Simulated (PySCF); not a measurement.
## Exercise with solution: entropy of an ideal gas

FOS, SMILES O=[S]F, multiplicity 2.

Coordinates come from a B3LYP-D3(BJ)/def2-TZVP optimisation. The isomer is the one that the SMILES or the coordinates give; other isomers of the formula were not compared.

PySCF 2.14.0 with B3LYP-D3(BJ)/def2-TZVP gives the harmonic wavenumbers 392, 743, 1221 cm⁻¹ and the rotational temperatures 1.8236, 0.4398, 0.3544 K. The molar mass is 67.06 g/mol, the symmetry number 1, the spin multiplicity 2.

Task: Work out the entropy at 298.15 K and 1 atm in the rigid-rotor, harmonic-oscillator model.

Result: 
Translation (Sackur–Tetrode at 1 atm): S = R[1.5 ln M + 2.5 ln T − 1.16487] = 161.2 J/(mol K).
Rotation: q = (√π/σ) T^1.5/√(θA θB θC) = 17100, S = R[ln q + 3/2] = 93.5 J/(mol K).
Vibration: with u = 1.4388 ν/T, each mode gives R[u/(e^u − 1) − ln(1 − e^−u)]:
| ν (cm⁻¹) | modes | u | S (J/(mol K)) |
|---|---|---|---|
| 392 | 1 | 1.89 | 4.15 |
| 743 | 1 | 3.59 | 1.08 |
| 1221 | 1 | 5.89 | 0.16 |
These are all the modes. Sum 5.4 J/(mol K).
Spin: R ln 2 = 5.8 J/(mol K).
Total 265.9 J/(mol K); the program's own thermochemistry gives 265.9. Translation makes up 61 % and vibration 2 %. Anharmonicity, hindered rotation and orbital degeneracy are left out.
